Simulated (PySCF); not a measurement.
**Electron correlation in Ge⁺ (germanium, charge +1)**

[Ar] 3d10 4s2 4p1, 2P determinant. Computed with PySCF 2.14 in aug-cc-pwCVTZ-PP with ECP10MDF (8s7p6d4f1g, 96 functions), with a scalar-relativistic core potential. Frozen: 3s2 3p6 3d10; 3 electrons correlated.

```
  level  correlation energy (mhartree)
   CCSD                         -52.01
    (T)                          -0.82
CCSD(T)                         -52.83
```

Diagnostics: T1 = 0.011, D1 = 0.0243, largest double amplitude 0.092.

Cost of the coupled-cluster step: roughly 17 core-seconds, for 3 correlated electrons.
